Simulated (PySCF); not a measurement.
**A series of derivatives of Cl[SiH2]C1=C(Cl)CC1**

Parent skeleton `[Cl:1][SiH2:2][C:3]1=[C:4]([Cl:5])[CH2:6][CH2:7]1`; one hydrogen on atom 2 is replaced by X. Hydrogens on one atom are averaged.

- shieldings: GIAO PBE0/pcSseg-1
- structure optimised with GFN2-xTB
- run in PySCF 2.14.0 with density-fitted response routines
- fast rotation and ring inversion assumed for equivalent nuclei, non-relativistic Hamiltonian, no solvent model, one computed conformer

Shifts are taken against calculated references (same method and geometry level): ³⁵Cl against HCl; ²⁹Si and ¹³C and ¹H vs TMS.

Parent (X = H): Cl1 -90.5, Si2 -35.5, C3 148.1, C4 158.9, Cl5 268.3, C6 40.8, C7 29.3, H(Si2) 5.46, H(C6) 2.86 ppm. Effects are Δδ = δ(X) − δ(H), positive for deshielding.

(1) Order these by the shift of C4, most shielded first.
A. X = CH2CN
B. X = COCH3
C. X = vinyl

(2) Order these by the shift of Si2, most shielded first.
A. X = COCH3
B. X = CH3
C. X = PH2
D. X = OCHO
E. X = vinyl
F. X = CH2CN

Results:

(1) C (-0.7 ppm), B (+1.7 ppm), A (+4.6 ppm).

(2) A (-9.4 ppm), E (+12.1 ppm), F (+15.1 ppm), D (+16.9 ppm), B (+23.4 ppm), C (+26.4 ppm).
